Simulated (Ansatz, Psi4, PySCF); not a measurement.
propyne (C$_{3}$H$_{4}$), singlet, at a GFN2-xTB geometry. Base run: WB97X/6-31G** in PySCF.

PySCF was given this input:
```python
from pyscf import gto, scf, dft

mol = gto.M(
    atom='''
C     0.00251601   -0.00427449    0.21384286
C    -0.01028846   -0.01351722    1.40987627
C     0.00901665    0.01179166   -1.23156806
H    -0.03481017   -0.01436157    2.45813969
H    -0.01568984    1.04063331   -1.59024389
H     0.90833899   -0.47377787   -1.60942938
H    -0.86530420   -0.51649354   -1.61137288
''',
    basis='6-31g**',
    verbose=3,
)

mf = dft.RKS(mol)
mf.xc = 'wb97x'
mf.kernel()
```

The same geometry, method and basis name were run in Ansatz (a first-principles code) and Psi4 and PySCF, at each program's defaults and at the settings that a row names. The base is PySCF at its defaults. Differences at the defaults can come from grids, fitting, cores and function types together.

| code and settings | ΔE vs base (µEh) | basis functions | E (Eh) | SCF cycles | dipole (D) |
|---|---|---|---|---|---|
| PySCF, defaults (exact integrals, its default grid, spherical functions) | 0.0 | 62 | -116.61725 | 9 | 0.71 |
| Psi4, defaults (density fitting with its default set, its default grid, Cartesian functions) | -1439 | 65 | -116.61869 | 8 | 0.71 |
| Ansatz, defaults (factorised integrals, its default grid, Cartesian functions) | -1437 | 65 | -116.61869 | - | - |
| PySCF, density fitting with def2-universal-jkfit | -39.4 | 62 | -116.61729 | 9 | 0.71 |
| PySCF, fine grid | -9.7 | 62 | -116.61726 | 9 | 0.71 |
| Psi4, exact integrals, spherical functions, fine grid | -10.1 | 62 | -116.61726 | 10 | 0.71 |
| Ansatz, high accuracy, Cartesian functions as the basis file defines them | -1437 | 65 | -116.61869 | - | - |
